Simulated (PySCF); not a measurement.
# MO for M along the fifth-period p block

CCSD(T) with triple-zeta basis sets in PySCF, for the lowest determinant that a PBE0 search found; no spin–orbit coupling. De refers to high-spin ground-configuration atoms.

| M | basis | reference, frozen orbitals | state (unpaired electrons) | Re (Å) | ωe (cm⁻¹) | De (eV) |
| --- | --- | --- | --- | --- | --- | --- |
| Sn | def2-TZVPP | RHF, 5 | singlet (closed shell) | 1.838 | 823 | 5.49 |
| Sb | def2-TZVPP | UHF, 5 | doublet (π ↑) | 1.829 | 819 | 3.85 |
| Te | def2-TZVPP | ROHF, 5 | triplet (π ↑↑) | 1.826 | 814 | 3.84 |
| I | def2-TZVPP | UHF, 5 | doublet (π ↑) | 1.882 | 666 | 2.23 |

The shortest bond is that of TeO (1.826 Å), the longest that of IO (1.882 Å). SnO is bound most strongly (5.49 eV) and IO least (2.23 eV).

The state changes along the series, so neighbouring rows are not always alike in their bonding.

Correlated steps freeze 5 core orbitals. UHF and ROHF references stand side by side, which adds small steps between rows. Spin–orbit coupling is left out, which matters for elements this heavy, above all for dissociation energies. Where the molecule has an RHF reference, its open-shell atoms are computed with UHF. The CCSD T1 diagnostic is raised in IO, SnO, a sign that a single reference may not be enough there. States were picked by a PBE0 search and need not be the measured ground states.
